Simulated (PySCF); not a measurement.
ClFH₃NOSi, SMILES N[Si@@](O)(F)Cl. Atoms are numbered in the order given.

```xyz
8

N      0.3995     1.1361     1.4475
Si     0.1705    -0.0933     0.2709
O      1.6179    -0.6930    -0.2664
F     -0.7331    -1.2283     1.0119
Cl    -0.8399     0.4393    -1.4478
H      0.8789     1.9977     1.1747
H     -0.3789     1.3429     2.0791
H      2.2489    -0.8574     0.4577
```

The structure is a stationary point at PBE-D3(BJ)/def2-SVP. The structure was generated by enumeration; whether it is a known compound was not checked. The values are those of a single conformer.

These are PBE-D3(BJ)/def2-SVP in PySCF 2.14.0 values and carry that method's errors.

Frequencies are harmonic and unscaled.

```json
[
 {"mode": "1", "ν (cm⁻¹)": "163", "IR (km/mol)": "5.4", "moving atoms (share of kinetic energy)": "H 46 %, F 19 %, O 15 %, Cl 10 %, N 10 %"},
 {"mode": "2", "ν (cm⁻¹)": "190", "IR (km/mol)": "12.5", "moving atoms (share of kinetic energy)": "H 43 %, N 22 %, F 15 %, Cl 12 %"},
 {"mode": "3", "ν (cm⁻¹)": "214", "IR (km/mol)": "26.2", "moving atoms (share of kinetic energy)": "H 43 %, O 26 %, Cl 11 %, F 10 %"},
 {"mode": "4", "ν (cm⁻¹)": "269", "IR (km/mol)": "6.6", "moving atoms (share of kinetic energy)": "H 27 %, Si 22 %, F 19 %, O 12 %, Cl 10 %, N 10 %"},
 {"mode": "5", "ν (cm⁻¹)": "305", "IR (km/mol)": "14.4", "moving atoms (share of kinetic energy)": "Cl 29 %, F 22 %, O 19 %, H 13 %, N 9 %, Si 8 %"},
 {"mode": "6", "ν (cm⁻¹)": "318", "IR (km/mol)": "22.4", "moving atoms (share of kinetic energy)": "F 32 %, Si 21 %, N 16 %, O 16 %, H 11 %"},
 {"mode": "7", "ν (cm⁻¹)": "375", "IR (km/mol)": "100.1", "moving atoms (share of kinetic energy)": "H 65 %, O 21 %, N 8 %"},
 {"mode": "8", "ν (cm⁻¹)": "446", "IR (km/mol)": "147.7", "moving atoms (share of kinetic energy)": "H 70 %, N 26 %"},
 {"mode": "9", "ν (cm⁻¹)": "538", "IR (km/mol)": "163.6", "moving atoms (share of kinetic energy)": "Si 36 %, Cl 34 %, H 10 %"},
 {"mode": "10", "ν (cm⁻¹)": "772", "IR (km/mol)": "102.6", "moving atoms (share of kinetic energy)": "H 25 %, O 25 %, F 22 %, N 18 %, Si 10 %"},
 {"mode": "11", "ν (cm⁻¹)": "796", "IR (km/mol)": "10.7", "moving atoms (share of kinetic energy)": "H 67 %, N 15 %, O 12 %"},
 {"mode": "12", "ν (cm⁻¹)": "861", "IR (km/mol)": "190.8", "moving atoms (share of kinetic energy)": "H 61 %, Si 21 %"},
 {"mode": "13", "ν (cm⁻¹)": "918", "IR (km/mol)": "155.2", "moving atoms (share of kinetic energy)": "Si 46 %, N 26 %, F 14 %, H 9 %"},
 {"mode": "14", "ν (cm⁻¹)": "970", "IR (km/mol)": "156.7", "moving atoms (share of kinetic energy)": "Si 49 %, O 25 %, F 13 %, H 11 %"},
 {"mode": "15", "ν (cm⁻¹)": "1490", "IR (km/mol)": "54.6", "moving atoms (share of kinetic energy)": "H 89 %, N 11 %"},
 {"mode": "16", "ν (cm⁻¹)": "3492", "IR (km/mol)": "34.8", "moving atoms (share of kinetic energy)": "H 96 %"},
 {"mode": "17", "ν (cm⁻¹)": "3587", "IR (km/mol)": "37.5", "moving atoms (share of kinetic energy)": "H 91 %, N 9 %"},
 {"mode": "18", "ν (cm⁻¹)": "3750", "IR (km/mol)": "81.0", "moving atoms (share of kinetic energy)": "H 94 %"}
]
```
